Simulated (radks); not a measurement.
Valence configurations of the erbium ion Er3+ (all share [Xe]). Method: scalar-relativistic Kohn-Sham, SCAN, spin-unpolarised, spherical densities, finite nucleus; meta-GGA in the generalised Kohn-Sham scheme; Fermi nuclear charge, rms radius 5.2516 fm; computed with a radial shooting solver on a logarithmic mesh with Libxc functionals. Energies are relative to 4f11; eigenvalues in eV.

valence          E (eV)    e(4f)    e(5d)    e(6p)    e(6s)
4f11              0.000  -35.400        -        -        -
4f10.5 6p0.5     10.229  -41.362        -  -18.888        -
4f10 5d1         13.608  -42.929  -26.587        -        -
4f10 6p1         22.675  -47.567        -  -20.296        -
4f9 5d2          33.045  -51.101  -28.570        -        -
4f9 6s1 6p1      48.349  -59.491        -  -22.135  -29.087
4f8.5 5d2 6p0.5  50.628  -57.838  -31.264  -20.089        -
4f9 6p2          55.226  -60.681        -  -22.710        -
4f8 5d3          58.989  -59.822  -30.487        -        -

NIST lists [Xe] 4f11 as the ground configuration; this level of theory agrees among the configurations tried. The energies are those of spherical spin-averaged densities, not of single terms. No valid solution was reached for [Xe] 4f10 6s1.
